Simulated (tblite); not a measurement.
Species: C₄H₁₁NSi₂.
Z-matrix (Å and degrees, GFN2-xTB geometry), rows numbered from 1:
```
C 
N   1  1.4282
C   2  1.2574  1  120.92
Si  3  1.8877  2  119.98  1   178.69
C   4  1.9137  3  114.02  2     8.80
Si  5  1.9175  4   92.08  3  -112.69
C   6  1.9212  5   88.06  4    -1.67
H   1  1.0911  2  108.24  3   122.68
H   1  1.0912  2  108.24  3  -121.05
H   1  1.1002  2  113.69  3     0.77
H   3  1.1050  2  120.83  1    -0.12
H   4  1.4716  3  108.29  2   141.29
H   5  1.0856  4  113.75  3     5.42
H   5  1.0863  4  114.61  3   128.95
H   6  1.4638  5  115.20  4   114.60
H   6  1.4666  5  114.52  4  -116.99
H   7  1.0868  4  115.04  3    -4.79
H   7  1.0865  4  114.20  3  -128.58
```

Calculated harmonic vibrations of the isolated species, GFN2-xTB (tblite), most abundant isotopes, no scaling. Errors from tens to a few hundred cm⁻¹ against measured bands are possible. Modes of hydrogen on silicon can be 10 to 20 % off. One conformer, not necessarily the lowest.

Harmonic wavenumbers (cm⁻¹): 27.0, 42.4, 94.8, 119.6, 194.1, 240.1, 254.3, 345.4, 420.5, 433.2, 485.0, 539.5, 601.4, 616.5, 619.7, 675.6, 684.6, 707.0, 737.0, 764.7, 779.6, 825.6, 856.3, 913.8, 956.5, 1035.1, 1077.7, 1079.1, 1089.0, 1131.3, 1319.5, 1386.8, 1453.4, 1459.1, 1463.9, 1471.8, 1718.0, 2182.1, 2221.4, 2247.3, 2749.3, 2865.7, 2979.9, 2996.6, 3008.8, 3016.7, 3017.6, 3030.7.

A = 3441, B = 933.4, C = 880.8 MHz; mass 129.043 u (most abundant isotopes); point group C1, symmetry number 1.

**Question.** Zero-point energy?

**Answer.** Half the sum of the wavenumbers: 29468 cm⁻¹ = 352.51 kJ/mol.

**Question.** Entropy at 350 K, 1 bar (ideal gas, RRHO, classical rotation)?

**Answer.** Translation 172.80, rotation 123.84, vibration 155.99: S = 452.6 J/(mol K).

**Question.** And Cp and H(350 K) − H(0)?

**Answer.** Cp = 188.74 J/(mol K), of which vibrations give 155.48 (their classical limit is 48 R = 399.1); H(350 K) − H(0) = 39.07 kJ/mol without the zero-point energy, 27.43 from vibrations.

**Question.** Blend soft modes into free rotors: weight 1/[1 + (100 cm⁻¹/ν̃)⁴] for the oscillator and the rest for a rotor with moment μB/(μ + B), μ = h/(8π²ν), B = 10⁻⁴⁴ kg m². What vibrational entropy results?

**Answer.** 138.38 J/(mol K) in place of 155.99, which changes −T·S at 350 K by +6.16 kJ/mol.

**Question.** How do the functions run with temperature in this model?

**Answer.** 
| T (K) | S (J/(mol K)) | Cp (J/(mol K)) | H − H(0) (kJ/mol) | G − H(0) (kJ/mol) | ln q(vib) |
| --- | --- | --- | --- | --- | --- |
| 150 | 335.3 | 98.7 | 10.11 | -40.19 | 3.94 |
| 250 | 396.6 | 145.5 | 22.30 | -76.85 | 6.64 |
| 298.15 | 424.1 | 167.2 | 29.84 | -96.61 | 7.94 |
| 400 | 479.1 | 207.4 | 48.99 | -142.64 | 10.68 |
| 600 | 574.9 | 265.0 | 96.63 | -248.30 | 15.94 |
| 900 | 693.6 | 320.0 | 185.06 | -439.22 | 23.24 |

q(vib) and H(0) count from the zero-point level.

Hindered rotation and anharmonicity are outside this model. Other conformers, if any are populated, would add a mixing term that is left out. The structure is chiral; the term R ln 2 for an equal mix with its mirror image is left out.

On one thread of an AMD EPYC 9R45, shared host with 96 logical CPUs at a one-minute load of 49, this took 0.58 s of wall time. This covers the Hessian and the dipole derivatives.
